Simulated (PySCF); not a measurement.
CH3Si, SMILES [CH]=[SiH2], multiplicity 2.

Coordinates come from a PBE0-D3(BJ)/def2-TZVP optimisation. The isomer is the one that the SMILES or the coordinates give; other isomers of the formula were not compared.

Method: ωB97X/def2-TZVPD (PySCF).

The total energy is -329.26050 hartree and the point group is C2v. The α spin, highest occupied and lowest empty level is -9.35 and 0.66 eV and the β spin, highest occupied and lowest empty level comes out as -8.73 and -0.32 eV. The dipole moment is 0.90 D and the quadrupole, principal values (traceless, Buckingham form, about the centre of nuclear charge) is -2.27, -1.15, 3.42 D·Å. The mean static polarisability is 45.5 bohr³ (6.74 Å³) and the polarisability, principal values comes out as 38.3, 39.6, 58.6 bohr³. The ⟨S²⟩ is 0.785 (pure state 0.75).
